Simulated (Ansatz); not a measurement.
`C=C=[CH][ZnH]` + NH₃ → `[NH2][ZnH]` + `C=C=C` at 400 K and 1 bar (ligand exchange at a Zn–C bond).

Program: Ansatz. Geometries: PBE0-D4/def2-TZVP. ΔE: electronic, gas phase. CCSD(T)/CBS is the MP2 limit (def2-TZVPP, def2-QZVPP) plus CCSD(T) − MP2 in def2-TZVPP, frozen cores. This one scheme is used for every species. For Zn outer-core shells are correlated without core-valence functions, which leaves a few kJ/mol of doubt a bond. Scalar relativity is left out up to krypton.

| species | CCSD(T)/CBS energy (Eh) | H − E (kJ/mol) | S (J/(mol·K)) |
| --- | --- | --- | --- |
| `C=C=[CH][ZnH]` | -1894.86314 | 162.0 | 338.5 |
| NH₃ | -56.50880 | 104.2 | 203.1 |
| `[NH2][ZnH]` | -1834.88092 | 99.5 | 279.2 |
| `C=C=C` | -116.49399 | 163.9 | 261.3 |

H − E and S are ideal-gas, rigid-rotor, harmonic terms from PBE0-D4/def2-TZVP. 1 Eh = 2625.50 kJ/mol, R = 8.31446 J/(mol·K).

Q: By hand: ΔE, ΔH, ΔS and ΔG.

A: ΔE = (-1834.88092) + (-116.49399) − (-1894.86314) − (-56.50880) = -0.00297 Eh = -7.8 kJ/mol. Δ(H − E) = 99.5 + 163.9 − 162.0 − 104.2 = -2.8, so ΔH = -10.6 kJ/mol. ΔS = 279.2 + 261.3 − 338.5 − 203.1 = -1.1 J/(mol·K). ΔG = -10.6 − 400 × (-1.1)/1000 = -10.2 kJ/mol.

Q: By hand: the equilibrium constant, and the temperature at which ΔG would vanish if ΔH and ΔS stayed fixed.

A: log₁₀ K = −ΔG/(RT ln 10) = 1.3. ΔG = 0 at ΔH/ΔS = 9636 K, far beyond where these terms or the molecules hold.

The number of gas molecules stays the same, so ΔS is small and ΔH decides. A doubt of 5 kJ/mol in ΔE shifts log₁₀ K by 0.7 here. These are equilibria of isolated gas molecules and say nothing of rates. Largest T1 diagnostic: 0.016 (customary marks: 0.02 for closed shells, 0.045 for open ones).
